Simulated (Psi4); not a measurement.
GeSiH3OF (SMILES [F][Ge][O][SiH3]): the HOMO–LUMO gap, rung by rung

GeSiH3OF has 7 atoms, charge 0, and is taken as a singlet. SMILES: `[F][Ge][O][SiH3]`. The shape was relaxed beforehand at PBE0/def2-TZVP. This is one conformer, not always the lowest.

Each level gives the HOMO–LUMO gap (eV). The values are calculated.

| level | kind | program | value (eV) | CPU time |
| --- | --- | --- | --- | --- |
| PBE-D4/def2-TZVPP (density fitting) | GGA | Psi4 | 4.26 | 86 s |
| r2SCAN-D4/def2-TZVPP (density fitting) | meta-GGA | Psi4 | 4.63 | 4.2 min |
| B3LYP-D4/def2-TZVPP (density fitting) | global hybrid | Psi4 | 5.86 | 79 s |
| PBE0-D4/def2-TZVPP (density fitting) | global hybrid | Psi4 | 6.26 | 86 s |
| wB97M-V/def2-TZVPP (density fitting) | range-separated hybrid | Psi4 | 10.51 | 4.8 min |

All-electron rows without a relativistic Hamiltonian named are non-relativistic. The values span 4.26 to 10.51 eV. Orbital gaps aren't excitation energies; they tend to grow with the share of exact exchange. Times are those of the runs behind each value, whatever else they computed, on shared processors of several kinds: orders of magnitude only.
